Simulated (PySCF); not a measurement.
## Cr³⁺ (chromium, charge +3): PBE calculation

Configuration: [Ar] 3d3, high-spin 4F determinant. Calculation: PySCF 2.14, in aug-cc-pVDZ (7s6p4d2f, 59 functions); the non-relativistic Hamiltonian (point nucleus).

```json
{
 "Total energy": "-1042.141 hartree",
 "One-electron energy": "-1403.989 hartree",
 "Hartree (Coulomb) energy": "409.146 hartree",
 "Exchange-correlation energy": "-47.297 hartree",
 "Kinetic energy": "1040.03228 hartree",
 "⟨S²⟩": "3.7504",
 "⟨L²⟩": "12.003",
 "Sum of ⟨r⟩": "13.05 bohr",
 "Sum of ⟨r²⟩": "13.34 bohr²",
 "Density at the nucleus (Gaussians lack the cusp)": "9260 bohr⁻³",
 "Spin density at the nucleus": "0.135 bohr⁻³",
 "Langevin diamagnetic susceptibility": "-10.6 ×10⁻⁶ cm³/mol"
}
```

```
shell  electrons  mean orbital energy (eV)  rms radius, mean of both spins (bohr)
 1s α          1                   -5875.9                                 0.0743
 1s β          1                   -5875.9                                 0.0743
 2s α          1                   -700.43                                  0.321
 2s β          1                   -699.06                                  0.321
 2p α          3                   -601.46                                  0.289
 2p β          3                   -600.41                                  0.289
 3s α          1                   -113.20                                  0.959
 3s β          1                   -109.83                                  0.959
 3p α          3                   -85.260                                   1.03
 3p β          3                   -81.963                                   1.03
 3d α          3                   -41.493                                   1.21
```
